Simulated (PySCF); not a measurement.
# Polarisability and C₆ of Lu⁴⁵⁺ (lutetium, charge +45)

[Ar] 3d8, high-spin 3F determinant. All numbers are calculated (PySCF 2.14, scalar relativity by spin-free X2C-1e, in an even-tempered Gaussian basis (18 s from 9.6 bohr⁻², ratio 2.5; 13 p from 12 bohr⁻², ratio 2.5; 8 d from 12 bohr⁻², ratio 2.5; 4 f from 51 bohr⁻², ratio 2.7; 3 g from 77 bohr⁻², ratio 2.7)). Coupled (time-dependent) response in atomic units; α is the mean over directions.

```tsv
method	mean α (bohr³)	C₆ (like pair)	S(−4)
PBE0	0.002418	0.0002575	3.323e-06
```

S(−4) is the Cauchy moment in α(ω) = α(0) + S(−4) ω² + …

Spin-orbit coupling is absent.

α(iu) at PBE0:

| u (hartree) | α(iu) (bohr³) |
| --- | --- |
| 0 | 0.002418 |
| 6.00 | 0.002311 |
| 12.0 | 0.002094 |
| 24.0 | 0.001736 |
| 36.0 | 0.001514 |
| 48.0 | 0.001348 |
| 60.0 | 0.001207 |
| 90.0 | 0.0009174 |
| 120 | 0.0007014 |
| 180 | 0.0004300 |
| 300 | 0.0001998 |

For an ion, C₆ is the dispersion term alone; charge-induced terms of lower order in 1/R come first.

Spin-orbit coupling is strong in this species (close to jj coupling), so the high-spin LS determinant is a model state, not a physical level.
